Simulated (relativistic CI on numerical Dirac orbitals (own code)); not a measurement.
# Hyperfine structure of Te XXVIII, mass number 123

Computed by Dirac-Coulomb-Breit CI, separate exchange-only KLI orbitals for each configuration, model QED, unscaled Slater integrals (own radial code, finite nucleus).

Configuration list (outside the closed core [Ne]): 3s2.3p6.3d7, 3s2.3p5.3d8, 3s2.3p4.3d9, 3s.3p6.3d8, 3p6.3d9, 3s.3p5.3d9, 3s2.3p6.3d6.4s, 3s2.3p6.3d6.4p, 3s2.3p6.3d6.4d, 3s2.3p4.3d8.4s, 3s2.3p6.3d6.4f, 3s2.3p5.3d7.4s, 3s2.3p4.3d8.4p, 3s2.3p5.3d7.4p, 3s2.3p6.3d5.4s2, 3s2.3p6.3d6.5s. Levels of other configurations are missing.

Nuclear spin I = 1/2, μ = -0.7358 μN (tables of Stone and Pyykkö). The electronic factors are computed for point nuclear moments, without core polarisation or the Bohr-Weisskopf and QED corrections.

| Level | E (eV) | A (MHz) |
| --- | --- | --- |
| 3s2.3p6.3d7 4F_9/2 | 0.0000 | -14630 |
| 3s2.3p6.3d7 4F_7/2 | 9.7721 | -16340 |
| 3s2.3p6.3d7 2G_9/2 | 15.9071 | -19260 |
| 3s2.3p6.3d7 4P_5/2 | 16.2209 | -7606 |
| 3s2.3p6.3d7 4P_1/2 | 18.2866 | 9145 |
| 3s2.3p6.3d7 2H_11/2 | 20.7729 | -21210 |
| 3s2.3p6.3d7 2G_7/2 | 22.0400 | -24940 |
| 3s2.3p6.3d7 2D_5/2 | 26.1185 | -18900 |

Levels with J = 0, under 50 % of one LS term, or S terms without an open s electron are left out. Small factors come from cancelling terms and can be off by tens of per cent or more.

At this charge energies of transitions that change n are usually good to better than 1 %, and those within a shell (Δn = 0) to a few per cent. Terms inside the open d or f shell come out 10 to 20 % too wide with unscaled integrals.

(1) Give the hyperfine levels of 3s2.3p6.3d7 4F_9/2 relative to its centre of gravity.

## Answers

(1) With K = F(F + 1) − I(I + 1) − J(J + 1), E = AK/2: F = 4: 40240, F = 5: -32920 MHz.

LS names give the leading component of a level, which can be under half, so a name can repeat, a term be missing and a line seem to break the LS rules.
